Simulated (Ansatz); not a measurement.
Ideal-gas functions of C₂H₃AlO₂ (`C#[C][Al]([OH])[OH]`) at 800 K and 1 bar, from an Ansatz frequency run at PBE0-D4/def2-TZVP.

Molar mass 86.03 g/mol, point group Cs (symmetry number 1), electronic degeneracy 1, moments of inertia 75.548, 188.919, 264.466 u Å². Harmonic wavenumbers (cm⁻¹, unscaled): 113, 156, 218, 308, 315, 344, 368, 544, 631, 644, 727, 745, 839, 944, 2139, 3458, 3963, 3966.

Use S(trans) = R[1.5 ln M + 2.5 ln T − 1.1517]; rotational temperatures θ = 24.2544 K / I; S(rot) = R[ln(√π/σ · √(T³/θAθBθC)) + 1.5]; for each mode x = 1.438777 ν̃/T, S = R[x/(eˣ − 1) − ln(1 − e⁻ˣ)] and H = RT x/(eˣ − 1); 1 cm⁻¹ = 0.0119627 kJ/mol; R = 8.31446 J/(mol·K).

Q: By hand: the entropy, in J/(mol·K).

A: Translation 184.9. Rotation: θ = 0.321, 0.1284, 0.0917 K, giving 123.8. Vibration, mode by mode: 21.58, 18.91, 16.15, 13.33, 13.15, 12.44, 11.90, 8.82, 7.70, 7.54, 6.65, 6.48, 5.64, 4.85, 0.88, 0.12, 0.05, 0.05, in all 156.2. Electronic 0.0. Sum 464.9 J/(mol·K).

Q: By hand: H − E and G − E in kJ/mol, counted from the electronic energy.

A: Zero-point energy ½ × 20422 × 0.0119627 = 122.2; thermal vibration 60.1; translation, rotation and pV give 4 RT = 26.6. H − E = 208.9 kJ/mol, and G − E = 208.9 − 800 × 464.9/1000 = -163.0 kJ/mol.

Vibration gives 34 % of the entropy, 21.6 J/(mol·K) of it from the mode under 150 cm⁻¹: soft modes count most, and the harmonic formula is weakest for them. The sum counts one conformer and one mirror image; others add a mixing term.
